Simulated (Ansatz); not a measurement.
Basis-set extrapolation for `N[SiH](Cl)O[SiH3]` (PBE0-D4/def2-TZVP geometry, frozen core, Ansatz 0.2.0). Multiplicity 1, RHF reference.

|  | def2-TZVPP | def2-QZVPP |
| --- | --- | --- |
| HF | -1170.464453 | -1170.503138 |
| MP2 correlation | -0.879644 | -0.953589 |
| CCSD(T) correlation | -0.966656 | not run |

Energies in hartree. Use E(X) = E(∞) + A·exp(−7.88·√X) for Hartree–Fock and E(X) = E(∞) + B·X^(−2.97) for correlation, with X = 3 and 4, and add CCSD(T) minus MP2 of the smaller set to the MP2 limit.

**Question.** What is the CCSD(T) energy at the basis-set limit?

**Answer.** HF limit: -1170.503138 + (-0.038685) × 0.13774 = -1170.50847. MP2 limit: -0.953589 + (-0.073945) × 0.74074 = -1.00836. Higher-order term: -0.966656 − (-0.879644) = -0.08701. Total: -1171.60384 hartree, 4.70 eV below CCSD(T)/def2-TZVPP.
